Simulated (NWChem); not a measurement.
System: GeBrF, singlet; SMILES [F][Ge][Br]

NWChem input:

```
start job
memory heap 200 mb stack 900 mb global 1100 mb
geometry units angstroms noautoz
  Ge     0.401586     0.987975     0.000000
  F     -1.250908     1.629285     0.000000
  Br    -0.057222    -1.336888     0.000000
end
basis spherical
  * library aug-cc-pvdz
end
dft
  xc m06-2x
  iterations 150
  vectors input atomic output neutral.movecs
end
task dft energy
charge 1
dft
  odft
  mult 2
  vectors input atomic output cation.movecs
end
task dft energy
charge -1
dft
  odft
  mult 2
  vectors input atomic output anion.movecs
end
task dft energy
```

Low-valent species are run as closed-shell singlets; no triplet was tried in these runs. Coordinates come from a PBE-D3(BJ)/def2-SVP optimisation.

Ions are spin-unrestricted doublets at the neutral geometry; other ion states weren't tried.

Problem. What results follow from this input? (M06-2X/aug-cc-pVDZ, vertical spin-unrestricted ions.) Quantities: vertical ionisation energy, ΔSCF (eV); −ε(HOMO) (eV); vertical electron affinity, ΔSCF (eV); −ε(LUMO) (eV).

Solution. 
```
Item                                   Result
-------------------------------------  ------
vertical ionisation energy, ΔSCF (eV)   10.51
−ε(HOMO) (eV)                            9.33
vertical electron affinity, ΔSCF (eV)    1.22
−ε(LUMO) (eV)                            2.20
```
